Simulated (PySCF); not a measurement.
Ligand exchange on a metal centre used in film growth or etching (Ta Cl-OH). All species are isolated molecules in the gas phase. One relaxed conformer stands for each flexible species; it need not be the lowest.

These are PBE-D3(BJ)/def2-TZVP // BP86-D3(BJ)/def2-SVP (PySCF) values and carry that method's errors. 

| species | coordination number | mean distance from the central atom to its bonded neighbours (Å) |
|---|---|---|
| 0 of 5 Cl replaced by OH ([Ta(Cl)5]) | 5 | ___ |
| 1 of 5 Cl replaced by OH | ___ | 2.237 |
| 2 of 5 Cl replaced by OH | 5 | 2.166 |
| 3 of 5 Cl replaced by OH ([Ta(Cl)2(OH)3]) | 5 | 2.093 |
| 5 of 5 Cl replaced by OH ([Ta(OH)5]) | 5 | 1.940 |

**Question.** Fill in the missing entries.

**Answer.** 
- 0 of 5 Cl replaced by OH ([Ta(Cl)5]), mean distance from the central atom to its bonded neighbours (Å): 2.320
- 1 of 5 Cl replaced by OH, coordination number: 5
